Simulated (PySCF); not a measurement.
**Correlation energy of Cl²⁺ (chlorine, charge +2)**

[Ne] 3s2 3p3, high-spin 4S determinant. Calculation: PySCF 2.14, in cc-pV(D+d)Z; no relativity, point nucleus. Frozen: [Ne]; 5 electrons correlated.

MP2 pair energies summed by pair of shells (mhartree):

```tsv
pair	energy	share (%)
3s-3p	-48.34	65.7
3p-3p	-17.98	24.4
3s-3s	-7.31	9.9
```

Total MP2 correlation energy: -73.63 mhartree.

Same-spin part -19.45 and opposite-spin part -54.18 mhartree; SCS-MP2 scales them by 1/3 and 6/5 to -71.50 mhartree.

| level | correlation energy (mhartree) |
| --- | --- |
| CCSD | -94.74 |
| (T) | -0.98 |
| CCSD(T) | -95.72 |

Diagnostics: T1 = 0.0018, D1 = 0.0056, largest double amplitude 0.063.

Cost of the coupled-cluster step: 0.08 s of wall time on 1 thread of Neoverse-V2 (shared host), for 5 correlated electrons.
